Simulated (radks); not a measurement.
The terbium ion Tb25+, configuration [Kr] 4d4.

Calculated with a radial shooting solver on a logarithmic mesh with Libxc functionals: scalar-relativistic Kohn-Sham, LB94 model potential, spin-polarised, spherical densities, finite nucleus; open shells are filled with parallel spins first (spin-orbit coupling, left out, can overturn this in heavy ions); Fermi nuclear charge, rms radius 5.06 fm.

Energy parts (eV):
kinetic: 335825.42
electron-nucleus: -727065.23
Hartree: 86523.60
(The LB94 potential has no energy functional, so no total or exchange-correlation energy is given.)

Orbitals (lengths in bohr, moments of r in powers of bohr):
orbital  occ.  eigenvalue (eV)      <r>      <r^4>  <1/r>
1s down     1        -52868.64  0.02148  1.057e-06  73.16
1s up       1        -52868.51  0.02148  1.057e-06  73.16
2s up       1        -9466.141  0.09132  0.0001665  16.99
2s down     1        -9465.209  0.09130  0.0001664  17.00
2p up       3        -8509.666  0.08069  0.0001247  15.84
2p down     3        -8509.143  0.08067  0.0001246  15.84
3s up       1        -2729.251   0.2377   0.006225  6.274
3s down     1        -2728.765   0.2379   0.006237  6.266
3p up       3        -2433.599   0.2359   0.006464  5.903
3p down     3        -2432.933   0.2361   0.006477  5.896
3d up       5        -2051.115   0.2139   0.005029  5.609
3d down     5        -2049.397   0.2141   0.005046  5.604
4s up       1        -1110.507   0.5053     0.1152  2.847
4s down     1        -1105.883   0.5044     0.1146  2.858
4p up       3        -1005.442   0.5226     0.1352  2.673
4p down     3        -1000.600   0.5218     0.1347  2.682
4d up       4        -863.6168   0.5326     0.1551  2.483
4d down     0        -859.0468   0.5314     0.1544  2.494
5s up       0        -603.8866   0.8998      1.095  1.587
5s down     0        -601.0637   0.9022      1.106  1.582
5p up       0        -558.3836   0.9367      1.305  1.507
5p down     0        -555.7860   0.9394      1.319  1.502

The highest occupied level is 4d up at -863.62 eV. The density falls to 0.001 e/bohr^3 at r = 1.36 bohr.
